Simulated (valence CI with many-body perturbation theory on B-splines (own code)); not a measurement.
**E1 transitions of Tb³²⁺**

Computed by configuration interaction combined with many-body perturbation theory (CI+MBPT): five valence electrons over a frozen Dirac-Fock core [Ar] 3d10, radial functions for each j: 9 s, 9 p, 8 d, 6 f, 3 g, 1 h, with the one-electron correlation potential Σ1, the two-electron term Σ2, the three-electron term Σ3, Breit, model QED; selected CI, second order for the rest (own B-spline code, finite nucleus).

The last digits are not significant, and no measured levels were compared; by estimate large intervals hold to a few tenths of a per cent, small ones and those within an open d or f shell to about a per cent. Among the levels kept, up to 260 cm⁻¹ of a level comes from second order outside the variational space, and about a tenth of that is noise between levels of different J, which matters for small intervals.

Lines 1 to 50 of 232 in falling wavelength, among levels below 2062100 cm⁻¹, chosen from the strongest by gf and those to the six lowest levels. Wavelengths and rates use the calculated energies. Electric multipoles are in the length gauge, E1 and E2 with the static RPA response of the core. Weak lines are less certain than strong ones. Lines between different terms over intervals too small for the method are left out, as are lines whose strength nearly cancels. The highest levels of a list are the least certain.

Levels are named by their leading jj configuration (3d3/2^4 stands for four electrons in 3d with j = 3/2), which in mixed levels can hold well under half, so a name can repeat and another be missing. Letters in brackets count levels of one name in rising energy.

| λ vac (nm) | Upper | Lower | A (s⁻¹) | S (a.u.) |
| --- | --- | --- | --- | --- |
| 58.97 | (4s 4p1/2^2 4p3/2^2) J=5/2 | (4s^2 4p3/2^3) J=3/2 | 7.37e+05 | 4.48e-04 |
| 49.09 | (4s^2 4p1/2^2 4d3/2) J=3/2 | (4s^2 4p3/2^3) J=3/2 | 3.16e+06 | 7.38e-04 |
| 35.74 | (4s 4p1/2^2 4p3/2^2) J=1/2 | (4s^2 4p3/2^3) J=3/2 | 2.53e+07 | 1.14e-03 |
| 32.42 | (4s 4p1/2^2 4p3/2^2) J=3/2 | (4s^2 4p3/2^3) J=3/2 | 5.99e+07 | 4.03e-03 |
| 28.47 | (4s^2 4p1/2^2 4d5/2) J=5/2 | (4s^2 4p3/2^3) J=3/2 | 4.33e+05 | 2.96e-05 |
| 25.27 | (4s 4p1/2^2 4p3/2 4d3/2) J=5/2 [a] | (4s^2 4p1/2 4p3/2 4d5/2) J=3/2 [b] | 7.75e+07 | 3.70e-03 |
| 23.92 | (4s 4p1/2^2 4p3/2 4d3/2) J=3/2 [a] | (4s^2 4p1/2 4p3/2 4d5/2) J=5/2 [a] | 1.68e+08 | 4.53e-03 |
| 23.33 | (4s 4p1/2^2 4p3/2 4d3/2) J=3/2 [a] | (4s^2 4p1/2 4p3/2 4d3/2) J=1/2 [b] | 3.36e+08 | 8.42e-03 |
| 23.21 | (4s 4p1/2^2 4p3/2 4d3/2) J=7/2 | (4s^2 4p1/2 4p3/2 4d5/2) J=5/2 [a] | 2.03e+08 | 1.00e-02 |
| 21.91 | (4s 4p1/2^2 4p3/2 4d3/2) J=5/2 [a] | (4s^2 4p1/2 4p3/2 4d5/2) J=3/2 [a] | 3.54e+08 | 1.10e-02 |
| 21.75 | (4s 4p1/2^2 4p3/2 4d3/2) J=3/2 [a] | (4s^2 4p1/2 4p3/2 4d5/2) J=3/2 [a] | 2.01e+08 | 4.08e-03 |
| 21.74 | (4s 4p1/2^2 4p3/2 4d3/2) J=1/2 [a] | (4s^2 4p1/2 4p3/2 4d5/2) J=3/2 [a] | 4.00e+08 | 4.06e-03 |
| 21.18 | (4s 4p1/2^2 4p3/2 4d3/2) J=5/2 [a] | (4s 4p1/2 4p3/2^3) J=3/2 [b] | 8.82e+08 | 2.48e-02 |
| 20.90 | (4s 4p1/2^2 4p3/2 4d3/2) J=5/2 [b] | (4s^2 4p1/2 4p3/2 4d5/2) J=5/2 [b] | 1.33e+08 | 3.61e-03 |
| 20.71 | (4s 4p1/2^2 4p3/2 4d3/2) J=3/2 [b] | (4s^2 4p1/2 4p3/2 4d5/2) J=5/2 [a] | 2.45e+08 | 4.29e-03 |
| 20.68 | (4s 4p1/2^2 4p3/2 4d3/2) J=7/2 | (4s^2 4p1/2 4p3/2 4d3/2) J=5/2 [b] | 2.23e+09 | 7.80e-02 |
| 20.45 | (4s 4p1/2^2 4p3/2 4d3/2) J=7/2 | (4s^2 4p1/2 4p3/2 4d5/2) J=9/2 | 1.89e+08 | 6.39e-03 |
| 20.36 | (4s 4p1/2^2 4p3/2 4d5/2) J=3/2 | (4s^2 4p1/2 4p3/2 4d5/2) J=3/2 [b] | 5.01e+08 | 8.35e-03 |
| 20.30 | (4s 4p1/2^2 4p3/2 4d5/2) J=5/2 | (4s^2 4p1/2 4p3/2 4d5/2) J=5/2 [b] | 1.86e+08 | 4.60e-03 |
| 20.08 | (4s 4p1/2^2 4p3/2 4d3/2) J=1/2 [b] | (4s^2 4p1/2 4p3/2 4d5/2) J=3/2 [c] | 9.84e+08 | 7.86e-03 |
| 19.99 | (4s 4p1/2^2 4p3/2 4d3/2) J=1/2 [a] | (4s 4p1/2 4p3/2^3) J=1/2 | 1.12e+09 | 8.82e-03 |
| 19.76 | (4s 4p1/2^2 4p3/2 4d3/2) J=5/2 [b] | (4s^2 4p1/2 4p3/2 4d5/2) J=7/2 [b] | 7.47e+08 | 1.71e-02 |
| 19.60 | (4s 4p1/2^2 4p3/2 4d3/2) J=5/2 [b] | (4s^2 4p1/2 4p3/2 4d5/2) J=3/2 [b] | 1.42e+08 | 3.15e-03 |
| 19.21 | (4s 4p1/2^2 4p3/2 4d5/2) J=3/2 | (4s^2 4p1/2 4p3/2 4d3/2) J=1/2 [b] | 4.59e+08 | 6.43e-03 |
| 19.07 | (4s 4p1/2^2 4p3/2 4d5/2) J=5/2 | (4s^2 4p1/2 4p3/2 4d5/2) J=3/2 [b] | 1.12e+09 | 2.29e-02 |
| 19.06 | (4s 4p1/2^2 4p3/2 4d3/2) J=3/2 [b] | (4s^2 4p1/2 4p3/2 4d5/2) J=3/2 [a] | 9.98e+08 | 1.36e-02 |
| 19.02 | (4s 4p1/2 4p3/2^3) J=3/2 [a] | (4s^2 4p3/2^3) J=3/2 | 2.45e+08 | 3.33e-03 |
| 18.95 | (4s 4p1/2^2 4p3/2 4d3/2) J=7/2 | (4s^2 4p1/2 4p3/2 4d5/2) J=7/2 [a] | 1.06e+08 | 2.84e-03 |
| 18.90 | (4s 4p1/2^2 4p3/2 4d3/2) J=5/2 [b] | (4s^2 4p1/2 4p3/2 4d5/2) J=5/2 [a] | 7.46e+08 | 1.49e-02 |
| 18.67 | (4s 4p1/2^2 4p3/2 4d3/2) J=3/2 [b] | (4s^2 4p1/2 4p3/2 4d3/2) J=5/2 [b] | 8.60e+08 | 1.11e-02 |
| 18.50 | (4s 4p1/2^2 4p3/2 4d3/2) J=3/2 [b] | (4s 4p1/2 4p3/2^3) J=3/2 [b] | 2.05e+09 | 2.56e-02 |
| 18.41 | (4s 4p1/2^2 4p3/2 4d5/2) J=5/2 | (4s^2 4p1/2 4p3/2 4d5/2) J=5/2 [a] | 1.62e+09 | 2.99e-02 |
| 18.29 | (4s 4p1/2^2 4p3/2 4d5/2) J=9/2 | (4s^2 4p1/2 4p3/2 4d5/2) J=9/2 | 3.51e+09 | 1.06e-01 |
| 18.20 | (4s^2 4p1/2^2 4d3/2) J=3/2 | (4s^2 4p1/2 4p3/2^2) J=1/2 | 5.54e+05 | 6.60e-06 |
| 18.18 | (4s^2 4p1/2 4p3/2 4d3/2) J=5/2 [a] | (4s^2 4p3/2^3) J=3/2 | 1.14e+09 | 2.03e-02 |
| 18.13 | (4s 4p1/2^2 4p3/2 4d5/2) J=3/2 | (4s^2 4p1/2 4p3/2 4d5/2) J=3/2 [a] | 8.14e+08 | 9.58e-03 |
| 18.09 | (4s^2 4p1/2 4p3/2 4d3/2) J=1/2 [a] | (4s^2 4p3/2^3) J=3/2 | 5.69e+08 | 3.33e-03 |
| 18.07 | (4s^2 4p1/2 4p3/2 4d3/2) J=3/2 | (4s^2 4p3/2^3) J=3/2 | 9.66e+08 | 1.13e-02 |
| 17.97 | (4s 4p1/2^2 4p3/2 4d3/2) J=5/2 [a] | (4s^2 4p1/2 4p3/2 4d3/2) J=7/2 | 1.30e+09 | 2.23e-02 |
| 17.84 | (4s 4p1/2^2 4p3/2^2) J=5/2 | (4s^2 4p1/2 4p3/2^2) J=5/2 | 3.86e+09 | 6.48e-02 |
| 17.75 | (4s 4p1/2^2 4p3/2 4d3/2) J=5/2 [a] | (4s 4p1/2 4p3/2^3) J=5/2 | 9.07e+08 | 1.50e-02 |
| 17.70 | (4s 4p1/2^2 4p3/2 4d3/2) J=3/2 [b] | (4s 4p1/2 4p3/2^3) J=1/2 | 9.31e+08 | 1.02e-02 |
| 17.64 | (4s 4p1/2^2 4p3/2 4d3/2) J=3/2 [a] | (4s 4p1/2 4p3/2^3) J=5/2 | 1.37e+09 | 1.49e-02 |
| 17.62 | (4s 4p1/2^2 4p3/2 4d5/2) J=3/2 | (4s 4p1/2 4p3/2^3) J=3/2 [b] | 2.09e+09 | 2.25e-02 |
| 17.56 | (4s 4p1/2^2 4p3/2 4d3/2) J=1/2 [b] | (4s^2 4p1/2 4p3/2 4d3/2) J=1/2 [b] | 2.22e+09 | 1.19e-02 |
| 17.46 | (4s 4p1/2^2 4p3/2 4d3/2) J=7/2 | (4s^2 4p1/2 4p3/2 4d3/2) J=7/2 | 4.16e+09 | 8.74e-02 |
| 17.25 | (4s 4p1/2^2 4p3/2 4d3/2) J=7/2 | (4s 4p1/2 4p3/2^3) J=5/2 | 3.96e+08 | 8.04e-03 |
| 17.19 | (4s 4p1/2^2 4p3/2 4d3/2) J=5/2 [b] | (4s^2 4p1/2 4p3/2 4d3/2) J=5/2 [b] | 1.20e+09 | 1.80e-02 |
| 17.12 | (4s 4p1/2 4p3/2^3) J=5/2 | (4s^2 4p3/2^3) J=3/2 | 3.90e+09 | 5.78e-02 |
| 17.10 | (4s 4p1/2^2 4p3/2 4d5/2) J=5/2 | (4s^2 4p1/2 4p3/2 4d5/2) J=3/2 [a] | 2.78e+09 | 4.12e-02 |
